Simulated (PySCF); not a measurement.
# From computed data to an observable: oscillator strength and radiative lifetime

Si(F)2(OMe)(SH) (CH4F2OSSi), SMILES CO[Si](F)(F)S.

The structure is a stationary point at PBE-D3(BJ)/def2-SVP. This is a generated structure with no PubChem entry under its InChIKey; it may be hypothetical. One conformer was computed; it need not be the lowest.

PySCF with TDDFT-PBE/def2-SVPD puts the first singlet state with f over 0.02 at 6.06 eV (vertical), with the transition dipole (-0.389, 0.006, 0.278) in atomic units.

Task: Find the oscillator strength, the wavelength and the radiative lifetime that this transition would have in vacuum if emission retraced absorption.

Result: 
|μ|² = 0.2286 au, so |μ| = 1.22 D. ΔE = 6.06/27.211 = 0.2227 hartree. f = (2/3) ΔE |μ|² = 0.034 (the program prints 0.034).
λ = 1239.84/6.06 = 205 nm; ν = 48877 cm⁻¹.
Einstein's coefficient A = 0.6670 ν² f s⁻¹ (ν in cm⁻¹) = 5.4e7 s⁻¹, so τ = 1/A = 18 ns. This state is S1. The figure is the radiative limit of this one transition; relaxation, internal conversion, crossing to triplets and a medium change what is measured.
